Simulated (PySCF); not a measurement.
Polarisability and C₆ of Ni²⁺ (nickel, charge +2)

[Ar] 3d7 4s1, high-spin 5F determinant (an excited configuration). Calculation: PySCF 2.14, in aug-cc-pVTZ; no relativity, point nucleus. Coupled (time-dependent) response in atomic units; α is the mean over directions.

```tsv
method	mean α (bohr³)	C₆ (like pair)	S(−4)
UHF	16.90	60.80	277.8
PBE	12.76	44.14	141.9
PBE0	13.62	47.36	167.1
```

S(−4) is the Cauchy moment in α(ω) = α(0) + S(−4) ω² + …

α(iu) at PBE:

```
u (hartree)  α(iu) (bohr³)
          0          12.76
     0.0500          12.41
      0.100          11.50
      0.200          9.022
      0.300          6.851
      0.500          4.280
      0.750          2.834
       1.00          2.119
       1.50          1.409
       2.00          1.044
       3.00         0.6602
       5.00         0.3419
```

A single London oscillator, α(iu) = α/(1 + u²/ω²), gives C₆ = (3/4) ω α². Matching the computed C₆ needs ω = 4 × 44.14 / (3 × 12.76²) = 0.361 hartree.

For an ion, C₆ is the dispersion term alone; charge-induced terms of lower order in 1/R come first.
